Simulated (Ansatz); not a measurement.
H₈PSi₃ (SMILES [SiH2]P([SiH3])[SiH3]), doublet, at a GFN2-xTB geometry; CCSD(T)/STO-3G (Ansatz, a quantum-chemistry and plane-wave program).

Input for Ansatz:
Ansatz 0.2 input:
```yaml
crystal:
  periodic: [false, false, false]
  atoms:
    - {symbol: Si, position_ang: [-0.53553481, 1.95659748, -0.18433632]}
    - {symbol: P, position_ang: [-0.18297106, -0.03455366, 0.70585406]}
    - {symbol: Si, position_ang: [1.95119675, -0.44171437, 0.23864680]}
    - {symbol: Si, position_ang: [-1.28042654, -1.37952794, -0.68048368]}
    - {symbol: H, position_ang: [-1.97115061, 2.23838223, -0.07004645]}
    - {symbol: H, position_ang: [0.19729997, 2.93848098, 0.62251224]}
    - {symbol: H, position_ang: [2.24448884, -1.78709677, 0.72598334]}
    - {symbol: H, position_ang: [2.72504487, 0.56655955, 0.95728692]}
    - {symbol: H, position_ang: [2.22169908, -0.35381557, -1.19799027]}
    - {symbol: H, position_ang: [-2.68284589, -0.97943007, -0.60603474]}
    - {symbol: H, position_ang: [-0.79563989, -1.25598825, -2.05686705]}
    - {symbol: H, position_ang: [-1.08762608, -2.74375946, -0.19623004]}
basis:
  gaussian:
    orbitals: STO-3G
magnetization: {spin_polarized: true, initial_magnetization: 1}
correlation: {method: ccsd_t, electrons: outside_noble_gas}
accuracy: high
```

It wrote (shortened):

```
Functional definition: HF
910 factors; integrals over basis functions are off by at most 2.3e-9 eV
mean field evaluation 1: about -32608.2065 eV, gradient 9.0e0 eV
mean field evaluation 2: about -32608.2430 eV, gradient 8.9e0 eV
mean field evaluation 4: about -32609.2498 eV, gradient 1.1e0 eV
mean field evaluation 8: about -32609.2909 eV, gradient 1.2e-3 eV
mean field evaluation 16: about -32609.2262 eV, gradient 1.1e0 eV
mean field -32609.29000808 eV, -1198.3693044265 hartree, gradient 8.6e-8 eV, S^2 0.752881; 0 other end points of the search recorded, 0 dependent functions left out
20 core orbitals not correlated
reference -32609.29000808 eV, -1198.3693044265 hartree; 13, 12 occupied and 11, 12 virtual orbitals, 910 factors
second order -3.82200646 eV of doubles, -0.00000000 eV of singles
cycle   1  -4.87289839 eV  change    -1.1e0 eV  update   8.9e-2
cycle   2  -5.42329512 eV  change   -5.5e-1 eV  update   3.5e-2
cycle   3  -5.44854646 eV  change   -2.5e-2 eV  update   8.2e-3
cycle   4  -5.44899526 eV  change   -4.5e-4 eV  update   3.9e-3
cycle   5  -5.44869074 eV  change    3.0e-4 eV  update   1.6e-3
cycle   6  -5.44818630 eV  change    5.0e-4 eV  update   5.7e-4
cycle   7  -5.44807151 eV  change    1.1e-4 eV  update   2.1e-4
cycle   8  -5.44816207 eV  change   -9.1e-5 eV  update   7.6e-5
cycle   9  -5.44814065 eV  change    2.1e-5 eV  update   3.2e-5
cycle  10  -5.44813011 eV  change    1.1e-5 eV  update   1.2e-5
cycle  11  -5.44812857 eV  change    1.5e-6 eV  update   4.5e-6
cycle  12  -5.44813011 eV  change   -1.5e-6 eV  update   1.3e-6
cycle  13  -5.44813025 eV  change   -1.4e-7 eV  update   4.9e-7
cycle  14  -5.44812955 eV  change    7.0e-7 eV  update   2.2e-7
cycle  15  -5.44812935 eV  change    2.0e-7 eV  update   9.5e-8
cycle  16  -5.44812935 eV  change    2.7e-9 eV  update   4.7e-8
cycle  17  -5.44812937 eV  change   -2.6e-8 eV  update   2.7e-8
cycle  18  -5.44812895 eV  change    4.2e-7 eV  update   1.1e-7
cycle  19  -5.44812881 eV  change    1.4e-7 eV  update   3.4e-8
cycle  20  -5.44812879 eV  change    1.8e-8 eV  update   1.0e-8
cycle  21  -5.44812880 eV  change   -2.6e-9 eV  update   4.0e-9
cycle  22  -5.44812880 eV  change   -2.6e-9 eV  update   1.6e-9
perturbative correction -0.05669486 eV, -0.0020834977 hartree
Total energy: -32614.79483175 eV, -1198.5716029647 hartree
```
